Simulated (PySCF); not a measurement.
C3H6BF, SMILES C=CCBF.

Geometry optimised at PBE-D3(BJ)/def2-SVP. This is a generated structure with no PubChem entry under its InChIKey; it may be hypothetical. The values are those of a single conformer.

All values below come from PySCF with TDDFT-LC-ωPBE/def2-SVPD.

Vertical excitations. 

```
state  energy (eV)  λ (nm)      f                                                                 main pairs
-----  -----------  ------  -----  -------------------------------------------------------------------------
S1            6.16     201  0.004                                           HOMO→LUMO 56 %, HOMO−1→LUMO 36 %
S2            7.37     168  0.394                         HOMO→LUMO+2 64 %, HOMO→LUMO 18 %, HOMO−1→LUMO 13 %
S3            7.58     164  0.042       HOMO−1→LUMO 29 %, HOMO→LUMO+2 24 %, HOMO→LUMO 17 %, HOMO→LUMO+1 12 %
S4            7.94     156  0.028     HOMO→LUMO+1 32 %, HOMO→LUMO+3 25 %, HOMO→LUMO+4 12 %, HOMO−1→LUMO 11 %
S5            8.31     149  0.000                                       HOMO−2→LUMO+2 66 %, HOMO−2→LUMO 18 %
S6            8.49     146  0.005                                         HOMO→LUMO+4 61 %, HOMO→LUMO+3 19 %
S7            8.69     143  0.028    HOMO→LUMO+1 30 %, HOMO→LUMO+3 29 %, HOMO→LUMO+5 14 %, HOMO−1→LUMO+1 9 %
S8            9.08     137  0.022                      HOMO→LUMO+5 43 %, HOMO−1→LUMO+2 14 %, HOMO−2→LUMO 7 %
S9            9.14     136  0.023    HOMO−2→LUMO 41 %, HOMO→LUMO+5 17 %, HOMO−2→LUMO+2 10 %, HOMO−4→LUMO 6 %
S10           9.20     135  0.002  HOMO−3→LUMO+2 26 %, HOMO−1→LUMO+2 20 %, HOMO−2→LUMO 11 %, HOMO−4→LUMO 8 %
T1            4.07     304      0                                                           HOMO→LUMO+2 76 %
T2            5.59     222      0                                           HOMO−1→LUMO 47 %, HOMO→LUMO 39 %
T3            7.09     175      0                                           HOMO→LUMO 39 %, HOMO−1→LUMO 33 %
T4            7.69     161      0   HOMO→LUMO+1 33 %, HOMO→LUMO+3 28 %, HOMO→LUMO+4 12 %, HOMO−2→LUMO+2 10 %
```
Triplets are in the Tamm–Dancoff approximation, which puts them higher than full response would, so one can lie above its singlet here.
